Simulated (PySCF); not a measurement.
Job file and geometry (Å, from GFN2-xTB) of an NMR shielding run on `O[Si]1(S[SiH3])SC=CS1`, C2H6OS3Si2, GIAO PBE0/pcSseg-1 NMR shielding, non-relativistic, gas phase in PySCF 2.14.0, density-fitted response routines; density fitting, a coarse starting grid and PySCF grid level 2 are the driver's defaults:

```
$ OMP_NUM_THREADS=1 python probes_run.py task.json out

{"job": {"kind": "nmr", "xc": "PBE0", "basis": "pcSseg-1"}, "charge": 0, "multiplicity": 1}
O     -0.953620    -2.478159     1.009397
Si    -0.288162    -1.127117     0.432100
S      1.818658    -1.468195     0.286506
Si     2.606085     0.417090    -0.430232
S     -0.873894     0.533066     1.665480
C     -1.869910     1.306108     0.459652
C     -2.011342     0.867054    -0.786787
S     -1.224501    -0.554328    -1.420698
H     -0.467561    -3.292153     1.124841
H      4.006713     0.090174    -0.621573
H      2.363317     1.405915     0.611791
H      1.903327     0.740305    -1.665015
H     -2.374057     2.187814     0.815729
H     -2.635730     1.371953    -1.503358
```

Problem. Write the output of this run.

Solution. 
```
coarse grid: 15104 points
cycle   1  E = -1927.6535768177  dE =  1.176e+00  |g| = 7.408e-01  |ddm| = 3.884e+00
cycle   2  E = -1927.5171559939  dE =  1.364e-01  |g| = 1.133e+00  |ddm| = 1.639e+00
cycle   3  E = -1927.7577038582  dE = -2.405e-01  |g| = 1.073e-01  |ddm| = 1.113e+00
cycle   4  E = -1927.7601170643  dE = -2.413e-03  |g| = 3.876e-02  |ddm| = 1.579e-01
cycle   5  E = -1927.7604350409  dE = -3.180e-04  |g| = 1.001e-02  |ddm| = 5.704e-02
cycle   6  E = -1927.7604600827  dE = -2.504e-05  |g| = 3.795e-03  |ddm| = 1.884e-02
cycle   7  E = -1927.7604639221  dE = -3.839e-06  |g| = 9.604e-04  |ddm| = 5.567e-03
final grid: 124952 points
cycle   8  E = -1927.8230784619  dE = -2.266e-05  |g| = 9.011e-03  |ddm| = 2.830e-02
cycle   9  E = -1927.8230616881  dE =  1.677e-05  |g| = 1.225e-02  |ddm| = 2.028e-02
cycle  10  E = -1927.8230952140  dE = -3.353e-05  |g| = 1.261e-03  |ddm| = 1.294e-02
cycle  11  E = -1927.8230956092  dE = -3.952e-07  |g| = 2.633e-04  |ddm| = 1.672e-03
cycle  12  E = -1927.8230956245  dE = -1.535e-08  |g| = 1.248e-04  |ddm| = 4.184e-04
cycle  13  E = -1927.8230956285  dE = -4.030e-09  |g| = 3.041e-05  |ddm| = 1.472e-04
cycle  14  E = -1927.8230956288  dE = -2.292e-10  |g| = 1.068e-05  |ddm| = 4.784e-05
converged SCF energy = -1927.8230956288

GIAO shielding tensors (ppm)
atom      isotropic    diamagn.    paramagn.     s11        s22        s33       span
  0 O      240.577     384.695    -144.118    228.101    230.668    262.961     34.859
  1 Si     310.687     877.352    -566.665    290.513    316.319    325.229     34.716
  2 S      721.966    1060.626    -338.660    639.260    686.134    840.504    201.243
  3 Si     403.271     879.492    -476.221    367.559    397.803    444.451     76.892
  4 S      505.925    1058.955    -553.030    353.446    555.412    608.916    255.469
  5 C       63.232     259.401    -196.169    -30.799     86.303    134.193    164.992
  6 C       62.033     259.360    -197.327    -32.280     84.494    133.884    166.164
  7 S      501.221    1059.022    -557.800    348.108    554.343    601.213    253.106
  8 H       28.370      29.864      -1.494     20.197     23.388     41.523     21.326
  9 H       27.102      28.480      -1.378     23.001     24.372     33.931     10.930
 10 H       27.144      29.373      -2.229     22.649     26.410     32.373      9.723
 11 H       27.173      29.535      -2.362     22.571     27.198     31.749      9.177
 12 H       25.726      29.914      -4.188     21.327     26.107     29.743      8.417
 13 H       25.660      29.897      -4.238     21.305     26.094     29.580      8.274
```

Problem. Turn these shieldings into chemical shifts. δ = σ(ref) − σ, references computed at the same level: H2O for $^{17}$O (336.08 ppm); $^{29}$Si (349.16 ppm), $^{13}$C (186.93 ppm), $^{1}$H (31.72 ppm) against TMS; $^{33}$S (503.73 ppm) vs CS2.

Solution. Averaging equivalent atoms: O 0: 95.5; Si 1: 38.5; Si 3: -54.1; S 4/7: 0; S 2: -218; C 5/6: 124.3; H 12/13: 6.02; H 9/10/11: 4.58; H 8: 3.35 ppm. Experimental scales use liquid or dissolved standards, which lie at an offset from isolated H2O (liquid H2O: subtract about 36 ppm).

Size and cost of the density-fitted run: 201 basis functions, 68 s wall time on 1 thread of an Arm Neoverse N1, shared host; peak memory 0.91 GiB.
